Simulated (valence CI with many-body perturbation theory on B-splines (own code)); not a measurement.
**Sb²⁰⁺ in brief**

Computed by configuration interaction combined with many-body perturbation theory (CI+MBPT): three valence electrons over a frozen Dirac-Fock core [Ar] 3d10, radial functions for each j: 11 s, 11 p, 10 d, 8 f, 5 g, 2 h, with the one-electron correlation potential Σ1 (screened to all orders), the two-electron term Σ2, the three-electron term Σ3, Breit, model QED; selected single and double excitations, second order for the rest, scaled by the run's own slope (own B-spline code, finite nucleus).

No measured spectrum was set against this ion. As an estimate, levels hold to about 250 cm⁻¹ or 0.2 % of their energy and the worst to 1 %, as in measured heavy ions of charge 2 to 7; those with d or f electrons hold less well.

Names give the largest LS component (configuration and term), which can be under half, so a name can repeat, a term be missing and a line seem to break the LS rules; names also repeat where a configuration has a term twice.

Rates and lifetimes use the calculated energies. Strong lines usually hold to 10 to 20 %, long lifetimes can be off by a factor of two.

Problem. What is the ground level?

Solution. 4s²4p ²P°_1/2, composition 99 % 4s²4p ²P°, g = 0.664.

Problem. How is the term ²P° of the ground level split?

Solution. J = 1/2 at 0, J = 3/2 at 99624 cm⁻¹.

Problem. How well does LS coupling describe the low levels?

Solution. Among the lowest 20 levels the leading LS term, summed over configurations, holds 82 % on average. For single configurations the figures are 78 % in LS and 86 % in jj coupling. Terms mix most in the J = 3/2 level at 865500 cm⁻¹, where the leading one holds 36 %.

Problem. What is the ionisation energy?

Solution. 585.52 eV; NIST lists 584 ± 4 eV (theoretical).

Problem. Among levels below 2375500 cm⁻¹, which E1 lines absorb most strongly from the ground level?

Solution. to 4s²4d ²D_3/2 at 13.26 nm, f = 0.839; to 4s4p² ²P_1/2 at 19.11 nm, f = 0.444; to 4s4p² ²D_3/2 at 20.40 nm, f = 0.300.

Problem. Where does the other parity begin?

Solution. At 4s4p² ⁴P_1/2, 346170 cm⁻¹.

Problem. Name the longest-lived excited levels whose lifetime is computed, and their main decay.

Solution. 4s²4p ²P°_3/2 at 99624 cm⁻¹ lives 112 μs, mostly by M1 to 4s²4p ²P°_1/2. The lifetime of 4s4p4d ⁴F°_9/2 is too uncertain to give, and may be longer.
